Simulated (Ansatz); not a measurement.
Basis-set extrapolation for C2HF5O (`FC(F)OC(F)(F)F`) (PBE0-D4/def2-TZVP geometry, frozen core, Ansatz 0.2.0). Multiplicity 1, RHF reference.

```json
{"": "HF", "def2-TZVPP": "-648.681999", "def2-QZVPP": "-648.709861"}
{"": "MP2 correlation", "def2-TZVPP": "-1.778526", "def2-QZVPP": "-1.939453"}
{"": "CCSD(T) correlation", "def2-TZVPP": "-1.844221", "def2-QZVPP": "not run"}
```

Energies in hartree. Use E(X) = E(∞) + A·exp(−7.88·√X) for Hartree–Fock and E(X) = E(∞) + B·X^(−2.97) for correlation, with X = 3 and 4, and add CCSD(T) minus MP2 of the smaller set to the MP2 limit.

Task: What is the CCSD(T) energy at the basis-set limit?

Result: HF limit: -648.709861 + (-0.027862) × 0.13774 = -648.71370. MP2 limit: -1.939453 + (-0.160927) × 0.74074 = -2.05866. Higher-order term: -1.844221 − (-1.778526) = -0.06570. Total: -650.83806 hartree, 818.7 kJ/mol below CCSD(T)/def2-TZVPP.
